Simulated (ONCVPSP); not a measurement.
# What one change does to a pseudopotential (Be, ONCV)

* Element: Be
* Generator: ONCVPSP 4.0.1
* Type: optimised norm-conserving Vanderbilt (ONCV)
* Functional: PBE
* Relativity: scalar-relativistic
* Frozen core: none
* Valence charge: 4
* Reference configuration: 1s2 2s1.75 2p0.25
* Partial waves: 1s+2s: rc 0.65 bohr, ncon 4, nbas 7, qcut 18.9 1/bohr, 2 projectors; 2p: rc 4.00 bohr, ncon 3, nbas 6, qcut 3.2 1/bohr, 3 projectors, debl 3.9 Ha; d scattering state at 0.25 Ha: rc 3.95 bohr, ncon 4, nbas 8, qcut 2.6 1/bohr, 2 projectors, debl 2.1 Ha
* Local potential: polynomial inside 0.45 bohr (lpopt 5, dvloc0 3 Ha)
* Core correction: none

Change: p: rc 2.84.

Cutoffs: the cutoffs (Ha) at which the residual kinetic energy of the hardest occupied pseudo-wave falls to 1 and 0.1 mHa per electron; they do not see the model core or the augmentation charge, which bear on the density cutoff. Errors are all-electron minus pseudo energies relative to the spin-unpolarised reference configuration.

**Question.** Predict the effect on cutoff, ghosts and configuration errors.

**Answer.** The potential gets neither clearly harder nor softer (127 Ha and 149 Ha → 127 Ha and 149 Ha); the s channel sets the loose cutoff, while the largest relative change is in p, which becomes harder; of the 4 tests that both files solve, the error grows in 0 and shrinks in 4 by more than 15 % and 0.3 meV (median size 17.1 → 7.6 meV); neither file shows a bound ghost. Less of the atom is replaced, so other configurations are described better.

| quantity | base | changed |
| --- | --- | --- |
| cutoff, loose | 127 Ha | 127 Ha |
| cutoff, tight | 149 Ha | 149 Ha |
| loose cutoff by channel | s 127 Ha, p 2.9 Ha | s 127 Ha, p 3.9 Ha |
| bound ghosts | none | none |
| GHOST(+) flags under 300 eV | p at 212.2 eV | p at 207.0 eV |
| error for 1s2 2s2 2p0, meV [ΔE -0.90 eV] | -1.9 | -1.1 |
| error for 1s2 2s1 2p0, meV [ΔE 8.65 eV] | +25 | +11 |
| error for 1s2 2s0 2p0, meV [ΔE 26.60 eV] | +66 | +34 |
| error for 1s2 2s1.5 2p0, meV [ΔE 2.86 eV] | +9.5 | +3.8 |
| s: phases at 0.66 bohr within 0.05 rad from the reference energy up to (Ha; the scan ends near 5) | to the end of the scan | to the end of the scan |
| d: phases at 4.02 bohr within 0.05 rad from the reference energy up to (Ha; the scan ends near 5) | 1.0 | 1.0 |
